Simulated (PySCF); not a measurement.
CH₆MoN₂OS, SMILES C[O][Mo](=[NH])(=[NH])[SH], multiplicity 1.

Coordinates come from a PBE0-D3(BJ)/def2-SVP optimisation. The spin state was assumed, not searched. The def2 effective core potentials stand for the cores of Mo; spin–orbit coupling is left out. The values are those of a single conformer.

These are PySCF with PBE/def2-TZVP values and carry that method's errors.

Computed frontier levels, gap, dipole moment and polarisability:
- highest occupied level: -5.96 eV
- lowest empty level: -2.33 eV
- orbital gap: 3.62 eV
- dipole moment: 2.81 D
- quadrupole, principal values (traceless, Buckingham form, about the centre of nuclear charge): -4.75, -1.61, 6.36 D·Å
- mean static polarisability: 98.1 bohr³ (14.53 Å³)
- polarisability, principal values: 85.0, 93.8, 115.3 bohr³
